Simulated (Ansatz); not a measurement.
Species: sum formula HS₂O, charge 0, multiplicity 2. It need not be the lowest isomer of its formula. SMILES: [S]SO
Structure (B3LYP-D3(BJ)/def2-TZVP (Ansatz, a quantum-chemistry and plane-wave program) minimum search):
```xyz
4

S      1.2760     0.2484     0.2598
S     -0.3936    -0.6010    -0.1748
O     -1.6115     0.5309    -0.1755
H     -1.2265     1.3947     0.0453
```
Charge 0, spin multiplicity 2.

Computed values are from Ansatz. Correlated levels leave the core frozen unless marked. Open shells are spin-unrestricted. No spin-orbit coupling. No relativistic terms. CBS(X,Y): correlation extrapolated as X^-3; Hartree-Fock from the larger set. The bracket is a focal-point correction in the basis named.

```yaml
atomisation energy De: 1113.5 kJ/mol at RI-MP2/CBS(cc-pV(T+d)Z,cc-pV(Q+d)Z)+[CCSD(T)-MP2]/cc-pV(T+d)Z
total_energy: -871.2813 Eh at RI-MP2/CBS(cc-pV(T+d)Z,cc-pV(Q+d)Z)+[CCSD(T)-MP2]/cc-pV(T+d)Z
dipole_moment: 0.67 D at CCSD(T)/aug-cc-pV(D+d)Z
T1 diagnostic: 0.025 at CCSD/cc-pV(T+d)Z
```
